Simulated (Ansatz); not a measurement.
In₉Sb₉. Charge 0, multiplicity 1. Geometry PBE-D4/def2-SVP.

Cartesian coordinates in Å:
```
In -0.121 -2.643 -2.223
In 1.121 0.635 -0.640
In 1.971 3.763 0.286
In -1.485 0.696 -2.539
In 2.903 -2.414 0.301
In 3.384 1.141 2.366
In -2.499 -0.246 0.644
In -1.454 -3.400 0.709
In -0.369 1.936 2.364
Sb 1.042 -0.372 -3.402
Sb -2.956 -1.828 -2.153
Sb 0.671 -4.732 -0.535
Sb -0.870 2.993 -0.887
Sb 3.765 1.771 -0.609
Sb 1.743 3.626 3.119
Sb -4.161 -2.581 0.379
Sb -2.893 2.533 1.126
Sb 0.207 -0.879 1.693
```

In the def2 sets In, Sb take a core potential; there is no spin–orbit coupling. Single mean-field runs in def2-SVP, def2-mTZVP are fitted with def2-universal-jkfit. The restricted singlet is unstable towards broken spin symmetry in Hartree–Fock (as tested in another run); at PBE-D4/def2-SVP, r2SCAN-D4/def2-SVP, r2SCAN-D4/def2-mTZVP, r2SCANh-D4/def2-SVP and others this wasn't settled. Another isomer (singlet) lies 0.87 eV lower at PBE0-D4/def2-SVP; other spin states weren't run for this one.

(1) Estimate the orbital energies around the gap (eV) in Ansatz with PBE-D4/def2-SVP, r2SCAN-D4/def2-SVP, r2SCAN-D4/def2-mTZVP, r2SCANh-D4/def2-SVP, PBE0-D4/def2-SVP.

## Answers

(1) 
```csv
orbital,PBE-D4/def2-SVP,r2SCAN-D4/def2-SVP,r2SCAN-D4/def2-mTZVP,r2SCANh-D4/def2-SVP,PBE0-D4/def2-SVP
HOMO−5,-5.21,-5.46,-5.45,-5.72,-5.94
HOMO−4,-5.10,-5.35,-5.34,-5.61,-5.84
HOMO−3,-5.06,-5.31,-5.30,-5.57,-5.79
HOMO−2,-4.81,-5.03,-5.03,-5.29,-5.53
HOMO−1,-4.65,-4.87,-4.88,-5.13,-5.37
HOMO,-4.33,-4.51,-4.51,-4.72,-4.90
LUMO,-3.70,-3.79,-3.79,-3.64,-3.34
LUMO+1,-3.56,-3.61,-3.62,-3.43,-3.11
LUMO+2,-3.35,-3.40,-3.40,-3.22,-2.92
LUMO+3,-3.20,-3.22,-3.22,-3.04,-2.75
LUMO+4,-2.93,-2.90,-2.92,-2.71,-2.41
LUMO+5,-2.77,-2.76,-2.77,-2.56,-2.25
```
